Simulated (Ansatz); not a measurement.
Input file:

```yaml
crystal:
  periodic: [false, false, false]
  atoms:
    - { symbol: Ga, position_ang: [0.0, 0.0, 0.0] }
    - { symbol: H, position_ang: [0.0, 0.0, 1.57] }
    - { symbol: O, position_ang: [1.5501, 0.0, -0.895] }
    - { symbol: H, position_ang: [1.85, -0.9519, -1.0499] }
    - { symbol: H, position_ang: [-1.3596, 0.0, -0.785] }
basis:
  gaussian: { orbitals: def2-SVP }
hamiltonian:
  xc: pbe
  dispersion: d4
relax:
  f_tol: 0.02
  max_steps: 40
```

Command:

```bash
$ ansatz run input.yaml --threads 1 --pin off --max-ram 2048MiB --backend cpu --events-out ev --progress --plain --runs-dir out
```

Hardware: 1 thread of Arm Neoverse V2, on a shared host.

Roughly how long does this run take, and how much memory?

9.6 s, with a peak of 0.11 GiB, for 10 ionic steps.
